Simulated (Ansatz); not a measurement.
## An elementary step

Start structure (GaSiNH6, closed shell), relaxed at PBE0-D4/def2-TZVP:

```
9
angstrom
Ga -0.7105 -0.1311 -0.6287
Si 1.0540 1.2860 0.1782
N -0.9502 -1.7166 0.2248
H -0.3938 -2.0263 1.0035
H -1.6932 0.1474 -1.8171
H 2.0580 1.5506 -0.8908
H 0.5201 2.6051 0.6203
H 1.7705 0.6755 1.3332
H -1.6548 -2.3907 -0.0234
```

The step: GaSiNH₆ ([NH2][GaH][SiH3]) → GaSiNH₆ ([SiH3][NH][GaH2]); bonds formed: Ga1–H4, Si2–N3; bonds broken: Ga1–Si2, N3–H4. Ansatz 0.2.0; basis: def2-TZVPP and def2-QZVPP; cores frozen in the correlated methods. Filled d shells of the heavier atoms are correlated. The def2 sets are not built for correlating such inner shells, so the correlated values are less sure here. Extrapolation: Hartree–Fock as exp(−7.88 √X), correlation as X^−2.97. Energies below are by CCSD(T) at an estimated basis limit (MP2 extrapolated from triple and quadruple zeta, plus CCSD(T) − MP2 in triple zeta).

What are the electronic barrier and the energy of the step, from the start structure to the end structure? (An estimate is asked for; the value comes from the calculation.)

The calculation gives: Barrier 343.6 kJ/mol; step energy -32.7 kJ/mol (downhill); reverse barrier, their difference, 376.3 kJ/mol. Barrier and step energy count from the start structure, the reverse barrier from the end structure.

The saddle point: One imaginary mode of 1396i cm⁻¹.
```tsv
pair	start (Å)	saddle (Å)	end (Å)
Ga1–H4	2.52	1.96	1.56
Si2–N3	3.61	3.15	1.72
Ga1–Si2	2.40	2.82	3.20
N3–H4	1.01	1.47	2.89
```

Zero-point energy (harmonic, PBE0-D4): ZPE is 149.1 kJ/mol at the start and 127.7 kJ/mol at the saddle, so the barrier goes from 343.6 to 322.2 kJ/mol.

No T1 diagnostic of these runs exceeds 0.022.

Labels in which every atom is bracketed show which atoms are joined, not bond orders.

For scale, one of the runs: CCSD(T)/def2-TZVPP, 205 basis functions, launched by `ansatz run in.yaml --threads 4 --pin off --events-out ev --progress --plain --max-ram 9574MiB`. The run took 78 s on 4 CPU threads of an Intel Xeon (shared host), with 2.5 GiB of host memory at its peak.
